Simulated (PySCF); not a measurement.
Consider 2,1,3-benzothiadiazole, `c1ccc2nsnc2c1` (C6H4N2S). Non-hydrogen atoms are numbered in `[cH:1]1[cH:2][cH:3][c:4]2[n:5][s:6][n:7][c:8]2[cH:9]1`. These are map numbers, not IUPAC locants.

Energies: PBE0-D3(BJ)/ma-def2-SVP (PySCF, density fitting, integration grid level 2) on PBE0-D3(BJ)/def2-SVP structures. Zero-point and thermal terms (298.15 K, 1 bar) come from unscaled GFN2-xTB harmonic frequencies, with soft modes damped to free rotors in the entropy. These were taken at the GFN2-xTB minima.

Task: What are the vertical and the adiabatic ionisation energy for forming the radical cation?

Result: 9.00 eV vertical and 8.78 eV adiabatic, the latter with zero-point energy.

Task: Where does the unpaired spin of the relaxed radical cation sit?

Result: C9 (aromatic carbon) 0.38, C3 (aromatic carbon) 0.38, N7 (pyridine-type nitrogen) 0.20, N5 (pyridine-type nitrogen) 0.20 (intrinsic atomic orbital populations).

Task: What oxidation potential follows in dichloromethane (IEF-PCM), given that Fc+/Fc comes at 4.64 V absolute with this functional and basis?

Result: In the gas phase ΔG of oxidation is 8.751 eV, and solvation is -17.8 kJ/mol for the parent and -204.2 kJ/mol for the product, so the absolute potential is 6.82 V, or 2.18 V against Fc+/Fc. Fc+/Fc in dichloromethane, 4.64 V, is PBE0-D3(BJ)/ma-def2-SVP on PBE0-D3(BJ)/def2-SVP structures with GFN2-xTB thermal terms. Benchmark calculations put it near 5.0 V in acetonitrile and DMSO, so it is about 0.4 V low, and the value against it can read up to that much too high. The solvent is electrostatics only, on gas-phase structures; the absolute scale refers to an electron at rest in vacuum.

Task: What are the vertical and the adiabatic electron affinity for forming the radical anion?

Result: 0.87 eV vertical and 1.08 eV adiabatic, the latter with zero-point energy.

Task: What reduction potential follows in dichloromethane (IEF-PCM), given that Fc+/Fc comes at 4.64 V absolute with this functional and basis?

Result: In the gas phase −ΔG of reduction is 1.102 eV, and solvation is -17.8 kJ/mol for the parent and -197.2 kJ/mol for the product, so the absolute potential is 2.96 V, or -1.67 V against Fc+/Fc. Fc+/Fc in dichloromethane, 4.64 V, is PBE0-D3(BJ)/ma-def2-SVP on PBE0-D3(BJ)/def2-SVP structures with GFN2-xTB thermal terms. Benchmark calculations put it near 5.0 V in acetonitrile and DMSO, so it is about 0.4 V low, and the value against it can read up to that much too high. The solvent is electrostatics only, on gas-phase structures; the absolute scale refers to an electron at rest in vacuum.

Task: How far is −ε(HOMO) from the vertical value by ΔSCF?

Result: −ε(HOMO) = 7.24 eV, which is 1.75 eV below the ΔSCF value.

Note: structures of the anions come from def2-SVP, which lacks diffuse functions; ma-def2-SVP is a small basis, whose errors can reach tens of kJ/mol.

Differences come from unrounded values, so a last digit can differ from that of the printed terms.
